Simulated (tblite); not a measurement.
Isomers of C5H13NO2Si. Level: GFN2-xTB in tblite, geometry and Hessian alike; calculated harmonic values, unscaled, isolated species. The method is semi-empirical: single wavenumbers can be off by several per cent or more. Modes of hydrogen on silicon can be 10 to 20 % off. One conformer each.

Electronic energies: GFN2-xTB at the same geometries; isomer energies are rough at this level and their order can be wrong.

```tsv
SMILES	electronic energy, lowest = 0 (kJ/mol)
CCO[SiH2]N(C)C(C)=O	0.0
CNC(=O)CCC[SiH2]O	106.9
CCO[Si@@H](O)[C@@H]1CCN1	105.1
COC[SiH2]N(C)C(C)=O	195.3
```

Task: How do GFN2-xTB zero-point energies change the relative energies?

Result: 
```json
{"SMILES": "CCO[SiH2]N(C)C(C)=O", "ZPE (kJ/mol)": "465.0", "of it from modes above 1550 cm⁻¹": "235.3", "electronic (kJ/mol)": "0.0", "with ZPE, lowest = 0 (kJ/mol)": "0.0", "lowest mode (cm⁻¹)": "26", "rings": "0"}
{"SMILES": "CCO[Si@@H](O)[C@@H]1CCN1", "ZPE (kJ/mol)": "472.8", "of it from modes above 1550 cm⁻¹": "233.3", "electronic (kJ/mol)": "105.1", "with ZPE, lowest = 0 (kJ/mol)": "112.9", "lowest mode (cm⁻¹)": "24", "rings": "1"}
{"SMILES": "CNC(=O)CCC[SiH2]O", "ZPE (kJ/mol)": "464.4", "of it from modes above 1550 cm⁻¹": "238.5", "electronic (kJ/mol)": "106.9", "with ZPE, lowest = 0 (kJ/mol)": "106.3", "lowest mode (cm⁻¹)": "13i", "rings": "0"}
{"SMILES": "COC[SiH2]N(C)C(C)=O", "ZPE (kJ/mol)": "460.6", "of it from modes above 1550 cm⁻¹": "233.2", "electronic (kJ/mol)": "195.3", "with ZPE, lowest = 0 (kJ/mol)": "191.0", "lowest mode (cm⁻¹)": "48", "rings": "0"}
```

The zero-point energies span 12.2 kJ/mol, from `COC[SiH2]N(C)C(C)=O` to `CCO[Si@@H](O)[C@@H]1CCN1`. Slightly imaginary modes are left out of the zero-point energy: `CNC(=O)CCC[SiH2]O` 13.3i cm⁻¹. The lowest isomer stays, but the order above it changes.
